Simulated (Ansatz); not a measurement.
C4H10Si can be A, `C[SiH2]C1CC1`, or B, `CC(C)=C[SiH3]`.

Gas-phase electronic energies from Ansatz, PBE0-D4/def2-TZVP geometries. CCSD(T)/CBS adds triple-zeta CCSD(T) − MP2 to the extrapolated MP2 energy (def2 sets, frozen cores). DFT in def2-TZVPP. B3LYP here is the variant with VWN-RPA as its local correlation; programs differ in this. Each species was taken in one conformer, which may not be the lowest.

A:

```xyz
15

C     0.7856   -1.8252   -1.2828
Si   -0.5824   -0.9614   -0.3436
C    -0.2408    0.8482   -0.1215
C    -0.8248    1.5904    1.0538
C     0.6371    1.3059    1.0180
H     0.5808   -2.8939   -1.3810
H     0.8892   -1.4091   -2.2880
H     1.7421   -1.7074   -0.7680
H    -0.7156   -1.5501    1.0222
H    -1.8771   -1.1629   -1.0566
H    -0.1494    1.4340   -1.0322
H    -1.4347    1.0348    1.7570
H    -1.1503    2.6107    0.8925
H     1.3144    2.1307    0.8329
H     1.0260    0.5554    1.6975
```

B:

Z-matrix (Å, degrees):
```
C
C 1 1.496
H 1 1.095 2 110.5
H 1 1.095 2 110.5 3 117.7
H 1 1.091 2 112.9 3 -121.1
C 2 1.496 1 114.8 3 -58.8
C 2 1.338 1 123.0 3 121.3
H 6 1.090 2 111.8 1 179.8
H 6 1.095 2 110.6 1 -59.1
H 6 1.095 2 110.7 1 58.6
Si 7 1.858 2 125.9 1 0.0
H 7 1.089 2 117.1 1 179.9
H 11 1.487 7 108.9 2 -179.9
H 11 1.490 7 112.2 2 -60.2
H 11 1.490 7 112.2 2 60.5
```

**Question.** Which is lower in electronic energy at CCSD(T)/CBS, and by how much? (Best estimate.)

**Answer.** Ansatz gave: A, by 0.2 kcal/mol. So small a gap doesn't settle the order.

**Question.** Give E(B) − E(A) in kcal/mol with B2PLYP, PBE0-D4, B3LYP, B3LYP-D4, MP2/def2-TZVPP, HF/def2-TZVPP, PBE-D4. (Estimate.)

**Answer.** Computed: B2PLYP -0.4, PBE0-D4 3.2, B3LYP -1.4, B3LYP-D4 -1.9, MP2/def2-TZVPP 2.7, HF/def2-TZVPP -2.2, PBE-D4 1.4. The order is the other way round with B2PLYP, B3LYP, B3LYP-D4, HF/def2-TZVPP.

Largest T1 diagnostic: 0.011.

In def2-TZVPP, CCSD(T) changes the Hartree–Fock value by +2.2 kcal/mol (the triples alone add −0.5 kcal/mol) and MP2 by +4.9 kcal/mol. From PBE to PBE0 (25 % exact exchange), in def2-TZVPP and without D4, E(B) − E(A) moves by +1.7 kcal/mol.
